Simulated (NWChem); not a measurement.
System: C2H4FNSi; SMILES F[C@@H]1N=C[SiH2]1

Input file for NWChem:

```
start job
memory heap 200 mb stack 900 mb global 1100 mb
geometry units angstroms noautoz
  F      0.476851    -1.854705    -0.260576
  C      0.037417    -0.769056     0.466536
  N     -1.305367    -0.322514     0.014268
  C     -1.133148     0.936913    -0.225971
  Si     0.739193     0.979139     0.018034
  H     -0.015273    -1.068687     1.519399
  H     -1.975544     1.569655    -0.509779
  H      1.372968     1.872731     1.031869
  H      1.536176     1.027801    -1.235278
end
basis spherical
  * library 6-31g*
end
dft
  xc b3lyp
  iterations 150
  vectors input atomic output neutral.movecs
end
task dft energy
charge 1
dft
  odft
  mult 2
  vectors input atomic output cation.movecs
end
task dft energy
```

Coordinates come from a B3LYP/6-31G* (spherical d) optimisation.

Ions are spin-unrestricted doublets at the neutral geometry; other ion states weren't tried.

Problem. Give the results of this calculation. (B3LYP/6-31G* (spherical d), vertical spin-unrestricted ions.) Quantities: vertical ionisation energy, ΔSCF (eV); −ε(HOMO) (eV).

Solution. 
```json
{
 "vertical ionisation energy, ΔSCF (eV)": "9.23",
 "−ε(HOMO) (eV)": "6.80"
}
```
